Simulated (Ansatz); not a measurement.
C3H6Si, SMILES `C=C1C[SiH2]1` (charge 0, multiplicity 1).

Cartesian coordinates (Å):
```xyz
10

C      1.6323    -0.6314    -0.2774
C      0.3907    -0.2177    -0.0980
C     -0.2859     1.0111     0.4745
Si    -1.4231    -0.3296    -0.1744
H      1.8511    -1.5924    -0.7288
H      2.4856    -0.0274     0.0206
H     -0.1933     1.1641     1.5474
H     -0.1738     1.9359    -0.0871
H     -2.1562    -1.1848     0.7777
H     -2.1273    -0.1278    -1.4545
```
Charge 0, spin multiplicity 1.

Frozen-core energies in 6-31g from Ansatz (a first-principles code) at a geometry from B3LYP-D3(BJ)/def2-TZVP; the HF reference has <S^2> = 0.00 (restricted, and unstable towards unrestricted orbitals) and the T1 diagnostic is 0.011.

```tsv
level	energy (Ha)
HF	-405.83064
MP2	-406.15323
CCSD	-406.19770
```

Task: Estimate the energies of CCSD(T), CCSDT and CCSDT(Q), and give each level's difference from CCSDT(Q).

Result: 
```json
[
 {"level": "MP2", "energy (Ha)": "-406.15323", "difference from CCSDT(Q) (mHa)": "57.11"},
 {"level": "CCSD", "energy (Ha)": "-406.19770", "difference from CCSDT(Q) (mHa)": "12.64"},
 {"level": "CCSD(T)", "energy (Ha)": "-406.20880", "difference from CCSDT(Q) (mHa)": "1.55"},
 {"level": "CCSDT", "energy (Ha)": "-406.20951", "difference from CCSDT(Q) (mHa)": "0.84"},
 {"level": "CCSDT(Q)", "energy (Ha)": "-406.21035", "difference from CCSDT(Q) (mHa)": "0.00"}
]
```
